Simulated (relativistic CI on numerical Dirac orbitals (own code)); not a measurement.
# One change at a time: Lu³⁵⁺

Base calculation: Dirac-Coulomb-Breit CI, separate exchange-only KLI orbitals for each configuration, model QED (radiative potential, 1s self-energy scaled to tabulated hydrogen-like ionisation energies), unscaled Slater integrals.

Configurations in the expansion (outside the closed core [Ar] 3d10): 4s2 4p6, 4s2 4p5 4d, 4s 4p6 4d, 4s2 4p5 4f, 4s 4p6 4f, 4s2 4p5 5s, 4p6 4d 4f, 4s2 4p5 5p, 4s 4p6 5s, 4s2 4p5 5d, 4s 4p6 5p, 4s2 4p5 5f, 4s2 4p5 5g, 4s 4p6 5d, 4p6 4f 5s, 4s2 4p5 6s, 4s 4p6 5f, 4s2 4p5 6p, 4s 4p6 5g, 4s2 4p5 6d, 4s2 4p5 6f, 4p6 4d2, 4p5 4d3, 4p5 4d2 4f, 4p5 4d2 5s, 4p5 4d2 5p, 4p6 4f2, 4p5 4d 4f2, 4p5 4f3, 4p5 4f2 5s, 4p5 4f2 5p, 4p6 4d 5s, 4p5 4d 4f 5s, 4p5 4d 5s2, 4p5 4d 5s 5p. Double excitations out of closed p, d and f shells are left out; levels of such configurations are missing from the list, as are those of other unlisted configurations, and high levels can miss mixing partners. These lack a partner that the ground configuration has and come out too high: 4s2 4p5 5d, 4s2 4p5 5f, 4s2 4p5 5g, 4s2 4p5 6s, 4s2 4p5 6p.

Variants: (1) P86 correlation estimate; (2) Breit term removed; (3) non-relativistic limit. Shifts of the energy above 4s2 4p6 1S_0, in cm⁻¹, for the lowest level and the first level of each name with at least 55 % of one term (blank where a level changes its place among those of its configuration and J or its character, or is not in the variant):

```tsv
Level	Base	Δ(1)	Δ(2)	Δ(3)
4s2 4p6 1S_0	0	0	0	0
4s2 4p5 4d 3P°_0	1113411	+1478	+2889	-39493
4s2 4p5 4d 3P°_1	1146551	+1478	+3492	-72633
4s2 4p5 4d 3F°_3	1170989	+1490	+3633	-69370
4s2 4p5 4d 3F°_4	1266221	+1496	+6575	-164603
4s2 4p5 4d 3D°_3	1329110	+1479	+6183	-165322
4s2 4p5 4d 3F°_2	1746952	+1498	+10058	
4s2 4p5 4d 1P°_1	1929386	+1480	+9566	-489364
4s 4p6 4d 3D_1	2515549	+6653	+4765	-660072
4s 4p6 4d 3D_2	2555044	+6100	+5434	-699566
4s 4p6 4d 3D_3	2646224	+7495	+7968	-790746
4s2 4p5 4f 3G_4	2719228	+16756	+8949	-183877
4s2 4p5 4f 3G_5	2729943	+16756	+10745	-194593
4s 4p6 4d 1D_2	2738904	+7826	+6289	-784264
```

At this charge energies of transitions that change n are usually good to better than 1 %, and those within a shell (Δn = 0) to a few per cent.

Ionisation energy from the two ground configurations alone: base 1591.35 eV; P86 correlation estimate 1593.36 eV; Breit term removed 1592.66 eV. The NIST ASD value (theoretical) is 1591 eV.

LS names give the leading component of a level, which can be under half, so a name can repeat, a term be missing and a line seem to break the LS rules.
